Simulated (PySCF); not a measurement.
How methods differ on the ionisation energy of Pb⁶⁰⁺

Pb⁶⁰⁺ [Ar] 3d4 (5D) → Pb⁶¹⁺ [Ar] 3d3 (4F), as a difference of total energies. Calculation: PySCF 2.14, in an even-tempered Gaussian basis (17 s from 17 bohr⁻², ratio 2.5; 13 p from 22 bohr⁻², ratio 2.5; 7 d from 22 bohr⁻², ratio 2.5; 4 f from 79 bohr⁻², ratio 2.7; 3 g from 120 bohr⁻², ratio 2.7); the spin-free X2C one-electron Hamiltonian (Gaussian nucleus). Correlated levels: outer shells: [Ne] frozen; virtual orbitals above 40 to 60 times the deepest correlated orbital energy dropped. The calculations carry no spin-orbit coupling.

```
                method  ionisation energy (eV)
                   UHF                  6386.3
                   LDA                  6384.2
                   PBE                  6383.2
                  PBE0                  6384.5
                r2SCAN                  6383.3
                PBEsol                  6383.3
                M06-2X                  6387.7
    MP2 (outer shells)                  6386.6
SCS-MP2 (outer shells)                  6386.1
```

Spin-orbit coupling is strong in these open shells (close to jj coupling). The scalar numbers leave it out and a first-order estimate fails, so it can dominate the gap to the real levels.

Breit and QED terms and the two-electron picture change are absent.

For comparison: 6442 ± 10 eV (theoretical estimate listed by NIST; NIST Atomic Spectra Database, ionization energies).
